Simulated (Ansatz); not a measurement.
One geometry of the cluster Mg5H10, several levels of theory.

```yaml
crystal:
  periodic: [false, false, false]
  atoms:
    - {symbol: Mg, position_ang: [-1.593800, -0.178417, -2.730615]}
    - {symbol: Mg, position_ang: [-1.580485, -1.142355, 0.754767]}
    - {symbol: Mg, position_ang: [-0.206925, 1.339141, 1.522227]}
    - {symbol: Mg, position_ang: [2.444760, -0.105756, 1.461854]}
    - {symbol: Mg, position_ang: [0.927785, 0.638518, -1.012027]}
    - {symbol: H, position_ang: [-2.554644, -0.198393, -4.135106]}
    - {symbol: H, position_ang: [3.437531, -1.266850, 2.220561]}
    - {symbol: H, position_ang: [-1.911801, -2.753264, 1.218045]}
    - {symbol: H, position_ang: [2.591151, 0.581807, -0.303505]}
    - {symbol: H, position_ang: [0.009830, 2.027941, -0.163340]}
    - {symbol: H, position_ang: [0.237443, 0.211474, -2.603796]}
    - {symbol: H, position_ang: [0.391893, -0.432446, 0.593734]}
    - {symbol: H, position_ang: [-1.850184, -0.440159, -0.953007]}
    - {symbol: H, position_ang: [1.398644, 1.252380, 2.321843]}
    - {symbol: H, position_ang: [-1.741186, 0.466381, 1.808356]}
basis:
  gaussian: {orbitals: def2-TZVP, initial_orbitals: start.molden}
hamiltonian: {xc: r2scan, dispersion: d4}
scf: {omitted_lower_state_checks: [starts]}
output: {orbitals: {seedname: orbitals}}
```

The file start.molden holds the orbitals of an earlier run on this structure, at another level or in another basis.

```sh
$ ansatz run in.yaml --threads 4 --pin off --events-out ev --progress --plain --max-ram 4787MiB
```

Shortened log:

```
Functional definition: r2SCAN
1880 factors; their error is unknown
mean field evaluation 1: about -27381.6388 eV, gradient 7.3e0 eV
mean field evaluation 2: about -27381.6779 eV, gradient 5.4e-2 eV
mean field evaluation 4: about -27381.6506 eV, gradient 2.8e-5 eV
mean field -27381.65059148 eV, -1006.2570992875 hartree, gradient 5.2e-6 eV, S^2 0.000000; 0 other end points of the search recorded, 0 dependent functions left out
reference -27381.65062159 eV, -1006.2571003941 hartree; 35, 35 occupied and 185, 185 virtual orbitals, 1880 factors
Total energy: -27381.79854185 eV, -1006.2625363633 hartree
Checks for a lower state left out: starts
```

Hardware: 4 threads of Arm Neoverse V1 on a shared host. Wall time 7 s.

As the first input, with `hamiltonian: {xc: pbe, dispersion: d4}`, `output: {forces: true, orbitals: {seedname: orbitals}}` (abridged; 3.6 s):

```
Functional definition: PBE
mean field -27367.22024710 eV, -1005.7267939129 hartree, gradient 1.8e-5 eV, S^2 0.000000
Total energy: -27367.75045587 eV, -1005.7462787256 hartree
Atom 0 force     0.036739    -0.016462     0.058446 eV/Å
Atom 1 force     0.035818     0.045155    -0.014221 eV/Å
Atom 2 force     0.017532    -0.053427    -0.062339 eV/Å
Atom 3 force    -0.065758     0.033689    -0.039774 eV/Å
Atom 4 force    -0.029437     0.027211     0.094469 eV/Å
Atom 5 force    -0.026471     0.001758    -0.036353 eV/Å
Atom 6 force     0.016727    -0.038025     0.018825 eV/Å
Atom 7 force    -0.006218    -0.039179     0.016978 eV/Å
Atom 8 force     0.053517     0.003159    -0.025511 eV/Å
Atom 9 force    -0.016443     0.046074    -0.034693 eV/Å
Atom 10 force     0.019561    -0.006805    -0.064825 eV/Å
Atom 11 force     0.013243    -0.041430     0.008266 eV/Å
Atom 12 force    -0.028657     0.017317    -0.001917 eV/Å
Atom 13 force     0.021602     0.014734     0.042242 eV/Å
Atom 14 force    -0.041755     0.006230     0.040406 eV/Å
Dipole moment:     0.007108     1.056697    -0.080932 e Å
Checks for a lower state left out: starts
```

First input, but with `gaussian: {orbitals: STO-3G}`, `hamiltonian: {xc: hf}` (abridged; 0.2 s):

```
Functional definition: HF
mean field -26974.53173878 eV, -991.2957574058 hartree, gradient 1.0e-5 eV, S^2 0.000000
Total energy: -26974.53173878 eV, -991.2957574058 hartree
Checks for a lower state left out: starts
```

As the first input, with `correlation: {method: mp2}` and without the key `hamiltonian` (abridged; 3.7 s):

```
Functional definition: HF
mean field -27316.36755302 eV, -1003.8579918745 hartree, gradient 1.2e-6 eV, S^2 0.000000
5 core orbitals not correlated: weight in the atoms' cores, before any rotation towards them, 1.000 or more for the frozen orbitals, at most 0.000 for the correlated occupied ones
second order -29.43428251 eV of doubles, -0.00000000 eV of singles
Total energy: -27345.80183553 eV, -1004.9396818055 hartree
Checks for a lower state left out: starts
```

As the first input, with `gaussian: {orbitals: def2-SVP, initial_orbitals: start.molden}`, `hamiltonian: {xc: pbe, dispersion: d4}` (abridged; 2.1 s):

```
Functional definition: PBE
mean field -27357.05218760 eV, -1005.3531246183 hartree, gradient 8.7e-6 eV, S^2 0.000000
Total energy: -27357.58239373 eV, -1005.3726093344 hartree
Checks for a lower state left out: starts
```

As the first input, with `hamiltonian: {xc: {name: wB97X-V}}` (abridged; 14 s):

```
Functional definition: wB97X-V
mean field -27380.98033261 eV, -1006.2324677284 hartree, gradient 1.4e-5 eV, S^2 0.000000
Total energy: -27380.98032843 eV, -1006.2324675747 hartree
Checks for a lower state left out: starts
```

As the first input, with `hamiltonian: {xc: pbe0, dispersion: d4}` (abridged; 4.9 s):

```
Functional definition: PBE0
mean field -27370.39250465 eV, -1005.8433722273 hartree, gradient 4.7e-5 eV, S^2 0.000000
Total energy: -27370.85368307 eV, -1005.8603202220 hartree
Checks for a lower state left out: starts
```

Geometry: r2SCAN-D4/def2-SVP.

Correlated methods freeze 5 core orbitals; core or outer-core shells of Mg are correlated, in sets that lack core-valence functions. Another isomer (singlet) lies 0.20 eV lower at PBE0-D4/def2-TZVP; other spin states weren't run for this one.
